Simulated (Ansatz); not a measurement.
Basis-set extrapolation for CH4BClFN (`NB(Cl)CF`) (PBE0-D4/def2-TZVP geometry, frozen core, Ansatz). Multiplicity 1, RHF reference.

```
                      def2-TZVPP   def2-QZVPP
                 HF  -678.464960  -678.487507
    MP2 correlation    -0.915535    -0.992314
CCSD(T) correlation    -0.989480      not run
```

Energies in hartree. Use E(X) = E(∞) + A·exp(−7.88·√X) for Hartree–Fock and E(X) = E(∞) + B·X^(−2.97) for correlation, with X = 3 and 4, and add CCSD(T) minus MP2 of the smaller set to the MP2 limit.

Task: What is the CCSD(T) energy at the basis-set limit?

Result: HF limit: -678.487507 + (-0.022547) × 0.13774 = -678.49061. MP2 limit: -0.992314 + (-0.076779) × 0.74074 = -1.04919. Higher-order term: -0.989480 − (-0.915535) = -0.07395. Total: -679.61375 hartree, 100.0 kcal/mol below CCSD(T)/def2-TZVPP.
